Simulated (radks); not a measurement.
Spherical quantum dot in the effective-mass picture: electrons in a parabolic well V = omega^2 r^2 / 2 with omega = 1.23, all in effective atomic units (hartree* = m*/eps^2 hartree, bohr* = eps/m* bohr), one dielectric constant everywhere. Method: non-relativistic Kohn-Sham, LDA (Slater exchange, Perdew-Wang correlation), spin-polarised, spherical densities; computed with a radial shooting solver with Libxc functionals. Levels are named by radial order and angular momentum (1s, 1p, 1d, 2s, ...), and open shells are averaged over m. Results are scaled to m* = 0.053 and eps = 13.5, for which hartree* = 7.913 meV and bohr* = 13.48 nm.

N = 20, configuration 1s2 1p6 1d10 2s2. This is the lowest configuration that the search found. Occupied and some empty levels:

level,occupation,eigenvalue (meV),<r> (nm)
1s,2,93.877,20.19
1p,6,98.432,25.04
1d,10,103.67,28.50
2s,2,105.02,24.71
1f,0,109.49,31.28
2p,0,111.39,27.95
1g,0,115.78,33.66

Energy (meV): total 1322.25, kinetic 173.04, external 500.30, Hartree 727.08, exchange-correlation -78.170.
